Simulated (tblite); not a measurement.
Compound: C7H11 (doublet state).
Cartesian coordinates in Å at the GFN2-xTB level; atoms count from 1:
```xyz
18
C7H11 angstrom
C      2.444    0.005   -0.532
C      1.386   -0.708    0.320
C     -0.001   -0.358   -0.080
C     -0.962   -1.208   -0.593
C     -2.142   -0.550   -0.834
C     -2.018    0.892   -0.465
C     -0.570    1.025    0.042
H      3.440   -0.328   -0.248
H      2.388    1.082   -0.390
H      2.291   -0.214   -1.586
H      1.549   -0.435    1.369
H      1.522   -1.788    0.227
H     -0.800   -2.257   -0.776
H     -3.046   -0.977   -1.226
H     -2.747    1.169    0.303
H     -2.210    1.539   -1.327
H     -0.001    1.741   -0.557
H     -0.531    1.376    1.077
```

Method: GFN2-xTB as coded in tblite; computed harmonic values from a numerical Hessian at the method's own geometry, unscaled. Errors from tens to a few hundred cm⁻¹ against measured bands are possible. One conformer, not necessarily the lowest. Open shells enter through the occupations alone, without spin polarisation, and single modes of such species can be off by tens of per cent.

Harmonic wavenumbers (cm⁻¹): 27.4, 110.8, 175.5, 209.8, 308.1, 368.8, 467.5, 591.1, 637.7, 739.7, 795.7, 815.7, 874.4, 886.1, 966.0, 982.4, 1003.6, 1049.7, 1060.1, 1072.7, 1101.3, 1106.8, 1170.3, 1224.3, 1229.4, 1252.8, 1274.8, 1310.1, 1318.3, 1402.9, 1425.7, 1460.3, 1470.9, 1473.9, 1492.5, 1501.9, 1506.1, 2902.4, 2913.1, 2921.7, 2940.7, 2954.1, 2979.6, 3031.6, 3037.2, 3042.2, 3110.0, 3142.8.

A = 5867, B = 1793, C = 1518 MHz; mass 95.086 u (most abundant isotopes); point group C1, symmetry number 1; spin multiplicity 2.

Task: What is the zero-point energy?

Result: Half the sum of the wavenumbers: 34420 cm⁻¹ = 98.41 kcal/mol.

Task: Give the ideal-gas entropy at 273.15 K and 1 bar in the rigid-rotor, harmonic-oscillator model (classical rotation).

Result: Translation 39.16, rotation 27.14, vibration 17.89, spin (R ln 2) 1.38: S = 85.6 cal/(mol K).

Task: And Cp and H(273.15 K) − H(0)?

Result: Cp = 27.40 cal/(mol K), of which vibrations give 19.45 (their classical limit is 48 R = 95.4); H(273.15 K) − H(0) = 4.68 kcal/mol without the zero-point energy, 2.50 from vibrations.

Task: Which modes carry the vibrational entropy at 273.15 K?

Result: 27.4 cm⁻¹: 5.84; 110.8 cm⁻¹: 3.09; 175.5 cm⁻¹: 2.21; 209.8 cm⁻¹: 1.89; 308.1 cm⁻¹: 1.23; 368.8 cm⁻¹: 0.95 cal/(mol K); the other 42 give 2.69 together.

Task: What must be added to the electronic energy to get the Gibbs energy at 273.15 K and 1 bar?

Result: ZPE + [H(273.15 K) − H(0)] − T·S = 98.41 + 4.68 − 23.37 = 79.72 kcal/mol.

Hindered rotation and anharmonicity are outside this model. Other conformers, if any are populated, would add a mixing term that is left out. The structure is chiral; the term R ln 2 for an equal mix with its mirror image is left out.
